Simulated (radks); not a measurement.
Charge is removed step by step from the 2s1/2 level of W+, starting from [Xe] 4f14 5d4 6s1. Calculated with a radial shooting solver on a logarithmic mesh with Libxc functionals: Dirac Kohn-Sham, PBE, spin-unpolarised, spherical densities, point nucleus; open shells fill j = l - 1/2 first.

| removed (e) | E - E(0) (eV) | eigenvalue (eV) | E minus straight line (eV) |
|---|---|---|---|
| 0 | 0.000 | -11976.7 | 0.000 |
| 0.25 | 3000.4 | -12026.3 | -18.718 |
| 0.5 | 6013.2 | -12076.2 | -24.993 |
| 0.75 | 9038.5 | -12126.3 | -18.771 |
| 1 | 12076.4 | -12176.6 | 0.000 |

Removing the whole electron costs 12076.4 eV by Delta-SCF, against 11976.7 eV from minus the eigenvalue at the starting occupation. Slater's transition state (half an electron removed) gives 12076.2 eV. Integrating minus the eigenvalue over the occupation (Janak's theorem) gives 12076.4 eV. The mean slope of the eigenvalue, de/dn, is 200 eV per electron.
